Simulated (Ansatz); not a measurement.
This geometry of C$_{2}$H$_{4}$OSi (8 atoms, charge 0, multiplicity 1) is a first-order saddle point.

All numbers below come from RKS CAM-B3LYP-D4/def2-SVP in Ansatz.

```xyz
8
Properties=species:S:1:pos:R:3
O 1.658 1.033 -1.288
C 0.762 1.135 -0.495
C 0.331 0.056 0.440
Si -0.905 -1.089 0.197
H 0.196 2.099 -0.408
H 0.917 -0.003 1.366
H -1.206 -2.127 1.203
H -1.753 -1.105 -1.014
```

Problem. Which two structures does it join? (They come from a converged band through this point; their orientation in space is the band's.)

Solution. No bond is made or broken. The dihedral O1–C2–C3–Si4 goes from 180 to 0°.

Initial state:

```xyz
8
Properties=species:S:1:pos:R:3
O 1.743 1.779 -0.428
C 0.760 1.081 -0.502
C 0.455 -0.029 0.398
Si -0.950 -0.999 0.263
H 0.000 1.265 -1.307
H 1.196 -0.209 1.184
H -1.241 -2.117 1.183
H -1.963 -0.772 -0.791
```

Final state:

```xyz
8
Properties=species:S:1:pos:R:3
O 0.081 1.439 -1.420
C 0.770 1.078 -0.490
C 0.458 -0.033 0.404
Si -0.966 -0.977 0.227
H 1.728 1.613 -0.266
H 1.168 -0.253 1.206
H -1.249 -2.094 1.154
H -1.991 -0.774 -0.813
```

Problem. How far does it lie above each of them?

Solution. 9.6 kcal/mol above the first and 10.4 kcal/mol above the second. This is the barrier of this one path; another mechanism may lie lower.

Time of the run: 89 s on 2 threads of Intel(R) Xeon(R) Platinum 8488C (Sapphire Rapids), on a shared host, peak memory 0.19 GiB.
